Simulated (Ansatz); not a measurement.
C₃H₄AlF, SMILES `[CH3][Al]1[CH]=[C]1F`, 9 atoms. Total charge 0; spin multiplicity 1. All runs use 2 threads of an Arm Neoverse V2 on a shared host. Correlated methods freeze the cores.

How many basis functions does each run have, and how long does it take in Ansatz? RKS ωB97M-V/def2-SVP energy; direct RPA on PBE orbitals/def2-TZVPP energy; RKS PBE0-D4/def2-QZVPP energy; RKS PBE0-D4/def2-TZVP frequencies; RKS ωB97M-V/def2-TZVPP energy and forces; RKS ωB97M-V/def2-QZVPP energy; RHF-CCSD(T)/def2-SVP energy; RKS PBE0-D4/def2-TZVP relaxation (6 steps); RKS revPBE-D4/def2-TZVPP energy; RKS PBE0-D4/def2-SVP energy; RKS PBE-QIDH (frozen core)/def2-TZVPP energy; RHF-MP2/def2-QZVPP energy. (An estimate is asked.)

Computed: Other jobs shared the machine, so times are rough.

| level | job | functions | wall time | peak host memory (GiB) |
| --- | --- | --- | --- | --- |
| RKS PBE0-D4/def2-SVP | energy | 94 | 1.4 s | 0.18 |
| RKS revPBE-D4/def2-TZVPP | energy | 222 | 2.7 s | 0.24 |
| RHF-CCSD(T)/def2-SVP | energy | 94 | 5.5 s | 0.34 |
| RKS ωB97M-V/def2-SVP | energy | 94 | 6 s | 0.26 |
| RKS PBE-QIDH (frozen core)/def2-TZVPP | energy | 222 | 8 s | 0.49 |
| direct RPA on PBE orbitals/def2-TZVPP | energy | 222 | 9.5 s | 0.47 |
| RKS PBE0-D4/def2-QZVPP | energy | 418 | 12 s | 1.1 |
| RKS ωB97M-V/def2-TZVPP | energy and forces | 222 | 16 s | 0.64 |
| RKS ωB97M-V/def2-QZVPP | energy | 418 | 27 s | 1.3 |
| RHF-MP2/def2-QZVPP | energy | 418 | 27 s | 2 |
| RKS PBE0-D4/def2-TZVP | relaxation (6 steps) | 185 | 33 s | 0.41 |
| RKS PBE0-D4/def2-TZVP | frequencies | 185 | 3.1 min | 0.41 |
